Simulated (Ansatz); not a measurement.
`F[CH2][SnH3]` → `[CH]F` + `[SnH4]`  (formal loss of a carbene)

Computed with Ansatz on PBE0-D4/def2-TZVP structures; ΔE is electronic, products minus reactants. CBS: MP2 limit from def2 TZ/QZ plus the TZ coupled-cluster correction, frozen cores. This one scheme is used for every species. DFT in def2-TZVPP. def2 core potentials past Kr. For Sn outer-core shells are correlated without core-valence functions, which leaves a few kJ/mol of doubt a bond.

```json
{"level": "B97M-V", "ΔE (eV)": "3.66"}
{"level": "PBE-QIDH", "ΔE (eV)": "3.97"}
```

Problem. What does CCSD(T)/CBS give? (Estimate.)

Solution. The calculation gave: +3.78 eV. The listed levels differ from it by -0.12, 0.19 eV.

Largest T1 diagnostic among the species: 0.018.

In def2-TZVPP, CCSD(T) changes the Hartree–Fock value by +0.46 eV (the triples alone add +0.03 eV) and MP2 by +0.77 eV. From PBE to PBE0 (25 % exact exchange), in def2-TZVPP and without D4, ΔE moves by +0.05 eV.
